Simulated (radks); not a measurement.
Results of a calculation; reference values are marked as such.
Problem. The cobalt ion Co3+, configuration [Ne] 3s2 3p5 3d6 4f1 (not the ground configuration). Code: a radial shooting solver on a logarithmic mesh with Libxc functionals. Model: scalar-relativistic Kohn-Sham, PBE, spin-unpolarised, spherical densities, finite nucleus; Fermi nuclear charge, rms radius 3.7875 fm. Some entries of the table are withheld. Estimate them.

orbital,occ.,eigenvalue (eV),<r> (bohr),<1/r> (bohr^-1)
1s,2,-7653.623,0.05619,27.03
2s,2,-956.8878,0.2553,5.817
2p,6,-828.1355,0.2248,5.709
3s,2,-156.4301,(1),1.866
3p,5,-119.1592,0.7904,1.736
3d,6,-59.6106,0.8767,(2)
4f,1,-11.7173,4.314,0.2644

Solution. 
(1) 3s <r> (bohr): 0.7595
(2) 3d <1/r> (bohr^-1): 1.455
